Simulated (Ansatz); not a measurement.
`C=N[SiH2]F` + `O[SiH2]S` → `O[SiH2]S[SiH2]F` + `C=N`  (ligand exchange at the Si–N bond)

Calculated with Ansatz (gas phase, PBE0-D4/def2-TZVP geometries, no zero-point term in ΔE). CCSD(T)/CBS is the MP2 limit (def2-TZVPP, def2-QZVPP) plus CCSD(T) − MP2 in def2-TZVPP, frozen cores. This one scheme is used for every species. Functionals use def2-TZVPP. B3LYP here is the variant with VWN-RPA as its local correlation; programs differ in this. Each species was taken in one conformer, which may not be the lowest.

CCSD(T)/CBS gives -4.4 kcal/mol.

Another level gave -1.7 kcal/mol. Which?
A. revPBE-D4/def2-TZVPP
B. B3LYP/def2-TZVPP
C. r2SCANh-D4/def2-TZVPP
D. B3LYP-D4/def2-TZVPP

B. B3LYP -1.7, r2SCANh-D4 -4.3, B3LYP-D4 -3.1, revPBE-D4 -5.4 kcal/mol.

Largest T1 diagnostic among the species: 0.013.

The D4 term adds −1.4 kcal/mol with B3LYP and −0.8 kcal/mol with PBE0; it sums over pairs of atoms, weighted by their polarisabilities, and B3LYP, whose exchange is more repulsive, gets the larger term. Leaving LDA and LC-ωPBE aside and taking each functional with its dispersion term where it has one, the values, not all of them listed here, spread over 3.3 kcal/mol, from revPBE-D4 to CAM-B3LYP-D4. LDA lies +0.9 kcal/mol from PBE without D4.
